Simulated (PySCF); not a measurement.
furan-2-ylsilane (C4H6OSi), SMILES [SiH3]c1ccco1.

The structure is a stationary point at ωB97X-D3(BJ)/def2-SVP.

Two levels are set side by side: TDDFT-PBE/def2-SVPD (PySCF) and TDDFT-B3LYP/def2-SVPD (PySCF). Vertical, same geometry. The lowest singlet is HOMO→LUMO 93 % with PBE and HOMO→LUMO 98 % with the other functional; states are paired by order. Differences are taken from unrounded values.

```
quantity                               TDDFT-B3LYP
-------------------------------------  -----------
lowest singlet excitation (eV)                5.78
lowest triplet excitation (TDA) (eV)          3.87
first bright state (f over 0.05) (eV)         5.78
its oscillator strength                       0.32
```

### Question
What does TDDFT-PBE give, and how far is it from TDDFT-B3LYP? (Estimate from the structure and the level; the computed values follow.)

### Answer

```
quantity                               TDDFT-PBE  TDDFT-PBE minus TDDFT-B3LYP
-------------------------------------  ---------  ---------------------------
lowest singlet excitation (eV)              5.65                        -0.14
lowest triplet excitation (TDA) (eV)        3.92                         0.04
first bright state (f over 0.05) (eV)       5.65                        -0.14
its oscillator strength                     0.31                        -0.01
```

Rough cost on one machine, each run with all the roots and properties that it gave: TDDFT-B3LYP against TDDFT-PBE about 4 times.
